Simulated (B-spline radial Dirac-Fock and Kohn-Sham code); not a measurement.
A summary of the ionisation energies of potassium (Z = 19) against charge, from Dirac-Fock energy differences between relaxed states, corrected for Breit and QED terms and from the NIST table. The largest relative steps of the computed values, from charge +5 on, come at K⁵⁺ (14 electrons left, 79.01 to 97.35 eV); K⁷⁺ (12 electrons left, 116.7 to 152.7 eV); K⁹⁺ (10 electrons left, 175.3 to 503.0 eV); K¹⁷⁺ (2 electrons left, 1034.4 to 4609.5 eV). The median of |NIST − computed| / NIST over the 19 ions is 0.60 %.

```
charge  computed (eV)  NIST (eV)
     0           4.02   4.340664
     1          30.62     31.625
     2          45.58    45.8031
     3          61.73     60.917
     4          79.01      82.66
     5          97.35      99.44
     6          116.7     117.56
     7          152.7     154.87
     8          175.3   175.8174
     9          503.0     503.67
    10          568.4      565.6
    11          636.9      631.1
    12          708.2      714.7
    13          782.4      786.3
    14          859.5     860.92
    15          961.9      967.7
    16         1034.4   1034.542
    17         4609.5   4610.807
    18         4934.1    4934.05
```
